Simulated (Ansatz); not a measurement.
The cluster W₄S₆⁺, relaxed as a doublet with UKS r2SCAN-D4/def2-SVP in Ansatz, starting from the GFN2-xTB geometry. Force threshold 0.03 eV/Å.

In the def2 sets W takes a core potential; there is no spin–orbit coupling. The charge 1 doublet is spin-contaminated (final ⟨S²⟩ up to 0.91, 0.75 for a pure state). The relaxation made no stability test and no search for a lower SCF solution. No other spin state of charge 1 was run. Another isomer (quartet) lies 1.54 eV lower at PBE0-D4/def2-TZVP; other spin states weren't run for this one.

Start:

```xyz
10

W     0.580   -1.748    0.405
W     2.392   -0.063   -0.323
W    -1.825   -0.905    0.526
W    -0.127    0.913   -0.439
S    -2.715    1.242   -0.463
S    -0.022    1.587   -2.530
S     1.800    2.055    0.584
S     2.674   -1.903    1.365
S    -1.713    2.064    1.089
S    -1.045   -3.242   -0.214
```

Estimate the energy that the relaxation releases and the steps that it takes.

1.97 eV, in 14 steps; 9.2 min on 4 threads of Arm Neoverse V1 on a shared host. No frequencies were taken in this run, so the end may be a saddle point.

Does the start keep its bonding?

By distances, no bond broke or formed. The bond that changes most is W3–S9, from 3.02 to 2.71 Å (atoms count from 1).

Predict the relaxed structure.


```xyz
10

W     0.388   -1.635   -0.036
W     2.339   -0.004   -0.401
W    -1.708   -0.997    0.713
W     0.037    1.072   -0.562
S    -2.501    0.866   -0.561
S     0.306    1.837   -2.551
S     1.852    1.916    0.679
S     2.337   -1.489    1.312
S    -1.639    1.672    1.187
S    -1.412   -3.238    0.218
```
Bond lengths (bridged metal pairs left out): 11 × S–W 2.15 to 2.71 Å; 1 × W–W 2.78 Å; 1 × S–S 2.11 Å.
